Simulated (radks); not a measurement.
Results of a calculation; reference values are marked as such.
Problem. Ionisation of the niobium ion Nb3+, [Kr] 4d2, to Nb4+, [Kr] 4d1, under several functionals. Scalar-relativistic Kohn-Sham, spin-unpolarised, spherical densities, finite nucleus; a radial shooting solver on a logarithmic mesh with Libxc functionals. Known Delta-SCF values: r2SCAN 36.439 eV; PBEsol 36.868 eV; exchange-only PBE 35.814 eV. What does exchange-only LDA give, and what is its highest occupied eigenvalue?

Solution. 35.582 eV by Delta-SCF; the 4d eigenvalue is -29.329 eV. NIST: 37.61 eV (measured).

Beside tabulated values, note that spin-unpolarised runs miss the spin-polarisation part of the exchange energy of open shells.
